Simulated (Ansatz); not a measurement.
Two members of one family (Series TeX2), computed with Ansatz in the gas phase; def2 core potentials for Te, no spin–orbit coupling. The two geometries come from different levels. A negative affinity means that the extra electron isn't bound at that geometry and level; within about 0.2 eV of zero the sign isn't settled. Binding counts from free atoms in the multiplicity of their measured ground term, without zero-point energy. A dash marks a value that wasn't run or was left out as unsound. The structures are stationary points that may keep the symmetry of their start. Remarks come from the PBE and PBE0 runs and from stability tests at other levels; not every state was tested. A HOMO above zero means that the electron is unbound at that level and held by the basis, or that self-interaction error raises the level; the energy of removing that electron tells which.

First: Te(CN)2 (singlet, charge 0, B3LYP-D4/def2-SVP geometry).

```xyz
5

Te   -0.101    1.199    0.753
C     0.393    0.807   -1.216
N     0.680    0.671   -2.334
C    -0.394   -0.791    1.226
N    -0.579   -1.886    1.570
```

```csv
level,HOMO (eV),LUMO (eV),gap (eV),vertical IE (eV),vertical EA (eV),vertical triplet (eV),binding per atom (eV)
PBE-D4/def2-TZVPD,-6.97,-3.74,3.22,–,1.13,–,4.93
r2SCAN-D4/def2-TZVP,-7.21,-3.63,3.59,9.99,–,2.94,4.52
r2SCAN-D4/def2-TZVPD,-7.22,-3.64,3.58,–,1.22,–,4.52
PBE0-D4/def2-TZVP,-8.04,-2.91,5.13,10.10,–,3.05,4.60
r2SCAN0-D4/def2-TZVP,-8.22,-2.86,5.35,–,–,–,4.28
```

Remarks: HOMO above zero (-1 doublet).

Second: Te(CCH)2 (singlet, charge 0, PBE-D4/def2-SVP geometry).

| atom | x (Å) | y (Å) | z (Å) |
| --- | --- | --- | --- |
| Te1 | 0.547 | 0.601 | 1.578 |
| C2 | 1.461 | 0.574 | -0.256 |
| C3 | 2.086 | 0.601 | -1.311 |
| H4 | 2.624 | 0.616 | -2.251 |
| C5 | -1.204 | -0.291 | 0.997 |
| C6 | -2.284 | -0.818 | 0.743 |
| H7 | -3.230 | -1.282 | 0.500 |

**Question.** What does the change do? Estimate second minus first.

**Answer.** 
| level | Δ HOMO (eV) | Δ LUMO (eV) | Δ gap (eV) | Δ vertical IE (eV) | Δ vertical EA (eV) | Δ vertical triplet (eV) | Δ binding per atom (eV) |
| --- | --- | --- | --- | --- | --- | --- | --- |
| PBE-D4/def2-TZVPD | 1.54 | 1.45 | -0.10 | – | -1.14 | – | -0.31 |
| r2SCAN-D4/def2-TZVP | 1.62 | 1.52 | -0.10 | -1.85 | – | -0.04 | -0.13 |
| r2SCAN-D4/def2-TZVPD | 1.61 | 1.51 | -0.10 | – | -1.23 | – | -0.13 |
| PBE0-D4/def2-TZVP | 1.65 | 1.50 | -0.15 | -1.83 | – | 0.01 | -0.16 |
| r2SCAN0-D4/def2-TZVP | 1.70 | 1.54 | -0.16 | – | – | – | -0.01 |

Remarks: HOMO above zero (-1 doublet).
